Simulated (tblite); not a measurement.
Start geometry of `C=C1C[C@@H]([O])[C@H](F)C1` [radical] from a force field or distance geometry (Å):
```
atom  x, y, z in Å
C1     2.0676    0.3318    0.8947
C2     0.8188    0.1827    0.3927
C3    -0.1453   -0.8975    0.8383
C4    -1.4744   -0.6147    0.0514
O5    -2.2949    0.1259    0.7974
C6    -0.9762    0.1731   -1.1689
F7    -0.5000   -0.7049   -2.1116
C8     0.2124    1.0241   -0.6769
H9     2.4328   -0.3244    1.6771
H10    2.7049    1.1214    0.5389
H11   -0.2865   -0.9160    1.9225
H12    0.2428   -1.8711    0.5263
H13   -1.8306   -1.5950   -0.2984
H14   -1.7363    0.7784   -1.6614
H15   -0.1516    1.9729   -0.2530
H16    0.9089    1.2223   -1.4806
```

Q: What comes out of this run: tblite 0.8.0, GFN2-xTB geometry optimisation, gas phase?

A: 
```
atom  x, y, z in Å
C1     2.060    0.341    0.903
C2     0.849    0.154    0.410
C3    -0.118   -0.908    0.852
C4    -1.430   -0.600    0.093
O5    -2.372    0.008    0.754
C6    -0.963    0.207   -1.193
F7    -0.581   -0.666   -2.180
C8     0.232    0.992   -0.685
H9     2.449   -0.274    1.696
H10    2.704    1.122    0.538
H11   -0.296   -0.873    1.927
H12    0.259   -1.898    0.593
H13   -1.843   -1.535   -0.357
H14   -1.785    0.807   -1.591
H15   -0.107    1.946   -0.275
H16    0.935    1.186   -1.496
```

The energy falls by 3.6 kcal/mol over 54 L-BFGS steps, the largest force on an atom goes from 1.70 to 0.009 eV/Å, and the atoms move by 0.069 Å rms after alignment. The bond that changes most is C4–C6 (ends: carbon bonded to 2 C, O and H; carbon bonded to 2 C, F and H), which lengthens by 0.053 Å. Bonds longer at the end by more than 0.005 Å: 4 of 16; shorter: 7. Among the angles that change most is O5–C4–H13, from 118.3° to 109.1°. Among the dihedrals that turn most is O5–C4–C6–F7, from -161° to -148°. Rotational constants go from 2793, 1957, 1467 to 2796, 1918, 1419 MHz. The orientation of the end geometry is arbitrary; only internal coordinates are fixed.

Hardware: one thread of an Arm Neoverse V1, shared host with 32 logical CPUs at a one-minute load of 25. Cost: 0.33 s.

Its lowest GFN2-xTB frequency is 18i cm⁻¹, too small to tell a flat minimum from a shallow saddle.

One conformer stands for the species.

These are computed values.
